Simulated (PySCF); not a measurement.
# B$_{10}$BrH$_{13}$

Geometry:
| atom | x (Å) | y (Å) | z (Å) |
| --- | --- | --- | --- |
| B1 | 1.686 | 0.036 | 0.022 |
| B2 | -0.927 | 0.927 | -1.167 |
| B3 | 0.515 | 1.376 | -0.291 |
| B4 | -1.039 | 1.180 | 0.610 |
| B5 | 0.766 | -1.188 | 0.986 |
| B6 | 1.204 | -1.417 | -0.781 |
| B7 | -0.953 | -0.468 | 1.357 |
| B8 | 0.813 | 0.197 | -1.542 |
| B9 | 0.491 | 0.519 | 1.263 |
| B10 | -2.013 | -0.066 | -0.084 |
| H11 | 2.821 | 0.297 | 0.188 |
| H12 | -1.408 | 1.651 | -1.959 |
| H13 | 0.933 | 2.462 | -0.462 |
| H14 | -1.523 | 2.119 | 1.127 |
| H15 | 1.267 | -1.872 | 1.803 |
| H16 | 1.944 | -2.223 | -1.211 |
| H17 | -1.452 | -0.732 | 2.391 |
| H18 | 1.336 | 0.500 | -2.552 |
| Br19 | 1.160 | 1.247 | 2.956 |
| H20 | -3.188 | -0.068 | -0.098 |
| H21 | 0.363 | -2.010 | 0.020 |
| H22 | 0.379 | -1.049 | -1.721 |
| H23 | -1.603 | -1.187 | 0.447 |
| H24 | -1.572 | -0.231 | -1.302 |

Computed, not measured: PySCF 2.14.0, GIAO PBE/def2-SVP magnetisability, rotational g tensor and spin-rotation constants, non-relativistic, gas phase. Geometry: GFN2-xTB.

The calculation is non-relativistic, which matters for the atoms heavier than Zn.

Q: What are the magnetisability and the molar susceptibility?

A: Isotropic -2290 × 10⁻³⁰ J/T², or -137.9 × 10⁻⁶ cm³/mol; principal values -2504, -2200, -2166 × 10⁻³⁰ J/T², anisotropy 322 × 10⁻³⁰ J/T² (root of half the summed squared differences of the principal values). The susceptibility is in cgs units.

Q: Split it along the inertial axes a, b, c into diamagnetic and paramagnetic parts about the centre of mass, with the quadrupole moment.

A: 
| axis | χ (10⁻⁶ cm³/mol) | diamagnetic (10⁻⁶ cm³/mol) | paramagnetic (10⁻⁶ cm³/mol) | summed x² of all electrons (Å²) | quadrupole Θ (D Å) |
| --- | --- | --- | --- | --- | --- |
| a | -146.2 | -944.9 | 798.7 | 338.1 | +7.55 |
| b | -132.5 | -1817.8 | 1685.3 | 132.4 | -6.53 |
| c | -135.0 | -1996.2 | 1861.2 | 90.3 | -1.02 |

Anisotropies 2χaa − χbb − χcc = -25.0 and 2χbb − χaa − χcc = +16.2 × 10⁻⁶ cm³/mol. Θ is traceless in Buckingham's convention.

Q: And the rotational g tensor?

A: 
```csv
axis,rotational constant (GHz),g,nuclear part,electronic part
a,1.5555,-0.0042,0.5795,-0.5836
b,0.6557,-0.0034,0.5157,-0.5191
c,0.5951,-0.0033,0.5170,-0.5203
```
Asymmetric top; isotopes 11B, 79Br, 1H; no vibrational averaging.
